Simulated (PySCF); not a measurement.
Correlation energy of Se²⁺ (selenium, charge +2)

[Ar] 3d10 4s2 4p2, high-spin 3P determinant. All numbers are calculated (PySCF 2.14, a scalar-relativistic core potential, in cc-pVTZ-PP with ECP10MDF (5s4p3d1f, 39 functions)). Frozen: 3s2 3p6 3d10; 4 electrons correlated.

MP2 pair energies summed by pair of shells (mhartree):

```tsv
pair	energy	share (%)
4s-4p	-35.70	62.6
4s-4s	-15.65	27.5
4p-4p	-5.63	9.9
```

Total MP2 correlation energy: -56.99 mhartree.

Same-spin part -9.32 and opposite-spin part -47.67 mhartree; SCS-MP2 scales them by 1/3 and 6/5 to -60.31 mhartree.

```csv
level,correlation energy (mhartree)
CCSD,-72.94
(T),-1.49
CCSD(T),-74.43
```

Diagnostics: T1 = 0.0064, D1 = 0.0169, largest double amplitude 0.092.

Cost of the coupled-cluster step: 0.37 s of wall time on 1 thread of Neoverse-V1 (shared host), for 4 correlated electrons.
